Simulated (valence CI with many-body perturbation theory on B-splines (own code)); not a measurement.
## Sensitivity of CI+MBPT for K V

Level of theory: configuration interaction combined with many-body perturbation theory (CI+MBPT): five valence electrons over a frozen Dirac-Fock core [Ne], radial functions for each j: 6 s, 6 p, 5 d, 3 f, 1 g, with the one-electron correlation potential Σ1, the two-electron term Σ2, the three-electron term Σ3, Breit, model QED; selected CI, second order for the rest, scaled by the run's own slope (own B-spline code, finite nucleus).

Set against measurement, 14 paired levels are off by 299 cm⁻¹ on average, the worst by 949. These come from a selection out of Sansonetti, J. Phys. Chem. Ref. Data 37, 7 (2008). Levels without a partner in it may be off by more. Among the levels kept, up to 1500 cm⁻¹ of a level comes from second order outside the variational space, and about a tenth of that is noise between levels of different J, which matters for small intervals. 2 measured levels below the end of the list, from 206720 cm⁻¹ on, found no clear computed partner, and computed levels of the same name lie up to 7092 cm⁻¹ from them.

The reference run has the lowest level 3s2 3p3 4S°_3/2 and an ionisation energy of 81.7803 eV. Its largest variational space holds 10000 state functions.

Names give the largest LS component (configuration and term), which can be under half, so a name can repeat, a term be missing and a line seem to break the LS rules; names also repeat where a configuration has a term twice.

Changed runs:
A. averaging of valence orbitals over low configurations on → off
B. QED terms on → off
C. highest l in the core sums 6 → 3; logarithmic knot step 0.27 → 0.33
D. correlating orbitals by l 3 3 3 2 1 → 0 0 0 0 0 (bad on purpose)

Excitation energies of the reference run in cm⁻¹, and shifts in cm⁻¹:

```
                 Level  Reference        A        B        C        D
       3s2 3p3 2D°_3/2      24376     -4.7     +0.4     -6.1    +2711
       3s2 3p3 2D°_5/2      24608     -5.1     -0.8     -5.8    +2715
       3s2 3p3 2P°_1/2      40231     +0.9     +1.2     -7.1    +2800
       3s2 3p3 2P°_3/2      40548     +1.8     -0.2     -6.6    +2792
         3s 3p4 4P_5/2     136551      -11     +106      -24     -324
         3s 3p4 4P_3/2     137949      -10     +102      -24     -332
         3s 3p4 4P_1/2     138719      -10     +100      -24     -337
         3s 3p4 2D_3/2     169756      -16      +89      -96    +1645
         3s 3p4 2D_5/2     169880      -19      +89      -96    +1652
     3s2 3p2 3d 2P_3/2     194980      -19      +46     -288    +2129
     3s2 3p2 3d 2P_1/2     196506      -17      +43     -283    +2167
         3s 3p4 2S_1/2     206405     -5.0      +89      -93    +3770
Ionisation energy (eV)    81.7803  +0.0012  -0.0020  +0.0188  -0.1041
```
